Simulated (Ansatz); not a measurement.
`[OH][GeH3]` → H₂O + `[GeH2]` at 400 K and 1 bar (germylene loss).

Computed with Ansatz on PBE0-D4/def2-TZVP structures; ΔE is electronic, products minus reactants. CCSD(T)/CBS is the MP2 limit (def2-TZVPP, def2-QZVPP) plus CCSD(T) − MP2 in def2-TZVPP, frozen cores. This one scheme is used for every species. For Ge outer-core shells are correlated without core-valence functions, which leaves a few kJ/mol of doubt a bond. Scalar relativity is left out up to krypton.

| species | CCSD(T)/CBS energy (Eh) | H − E (kJ/mol) | S (J/(mol·K)) |
| --- | --- | --- | --- |
| `[OH][GeH3]` | -2153.69723 | 116.2 | 291.7 |
| H₂O | -76.37941 | 69.8 | 198.6 |
| `[GeH2]` | -2077.24753 | 42.4 | 231.0 |

H − E and S are ideal-gas, rigid-rotor, harmonic terms from PBE0-D4/def2-TZVP. 1 Eh = 2625.50 kJ/mol, R = 8.31446 J/(mol·K).

**Question.** By hand: ΔE, ΔH, ΔS and ΔG.

**Answer.** ΔE = (-76.37941) + (-2077.24753) − (-2153.69723) = 0.07029 Eh = 184.5 kJ/mol. Δ(H − E) = 69.8 + 42.4 − 116.2 = -4.0, so ΔH = 180.5 kJ/mol. ΔS = 198.6 + 231.0 − 291.7 = 137.9 J/(mol·K). ΔG = 180.5 − 400 × (137.9)/1000 = 125.3 kJ/mol.

**Question.** By hand: the equilibrium constant, and the temperature at which ΔG would vanish if ΔH and ΔS stayed fixed.

**Answer.** log₁₀ K = −ΔG/(RT ln 10) = -16.4. ΔG = 0 at ΔH/ΔS = 1309 K.

The number of gas molecules changes by +1, which sets the sign of ΔS. A doubt of 5 kJ/mol in ΔE shifts log₁₀ K by 0.7 here. These are equilibria of isolated gas molecules and say nothing of rates. Largest T1 diagnostic: 0.012 (customary marks: 0.02 for closed shells, 0.045 for open ones).
